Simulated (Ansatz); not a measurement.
CHFO₂Sn. Total charge 0; spin multiplicity 1. Sn takes the def2 core potential. The bonds changed during the relaxation, so this is another structure than the one it started from.

| atom | x (Å) | y (Å) | z (Å) |
| --- | --- | --- | --- |
| O1 | -1.3429 | -1.8780 | -0.3187 |
| C2 | -0.3947 | -1.2955 | -0.6004 |
| O3 | 0.5846 | -0.7410 | -0.9067 |
| Sn4 | 0.7893 | 1.7730 | 0.0067 |
| F5 | -1.0573 | 1.1989 | 0.3653 |
| H6 | 1.4209 | 0.9426 | 1.4539 |

**Question.** What are the harmonic wavenumbers in cm⁻¹ at PBE0-D4/def2-TZVP (Ansatz, finite differences of forces, unscaled)? (Estimate.)

**Answer.** Computed: 41, 77, 103, 165, 332, 552, 616, 675, 683, 1388, 1699, 2450.

**Question.** Is this a minimum?

**Answer.** Yes, all 12 modes are real.

**Question.** Give the ideal-gas thermochemistry at 298.15 K and 1 bar (rigid rotor, harmonic oscillator; point group C1, symmetry number 1).

**Answer.** Zero-point energy 52.5 kJ/mol; H(298) − E = 72.8 kJ/mol; entropy 365.1 J/(mol·K), of which translation 173.8, rotation 116.2, vibration 75.0; G(298) − E = -36.0 kJ/mol. Modes under 100 cm⁻¹ are hindered rotations or soft bends, so the harmonic entropy is rough.

**Question.** And at 400, 500, 600, 800 and 1000 K?

**Answer.** 
```json
{"T (K)": "400", "H − E (kJ/mol)": "82.4", "S (J/mol/K)": "392.6", "G − E (kJ/mol)": "-74.7"}
{"T (K)": "500", "H − E (kJ/mol)": "92.5", "S (J/mol/K)": "415.0", "G − E (kJ/mol)": "-115.1"}
{"T (K)": "600", "H − E (kJ/mol)": "103.1", "S (J/mol/K)": "434.4", "G − E (kJ/mol)": "-157.6"}
{"T (K)": "800", "H − E (kJ/mol)": "125.5", "S (J/mol/K)": "466.7", "G − E (kJ/mol)": "-247.8"}
{"T (K)": "1000", "H − E (kJ/mol)": "149.1", "S (J/mol/K)": "493.0", "G − E (kJ/mol)": "-343.8"}
```
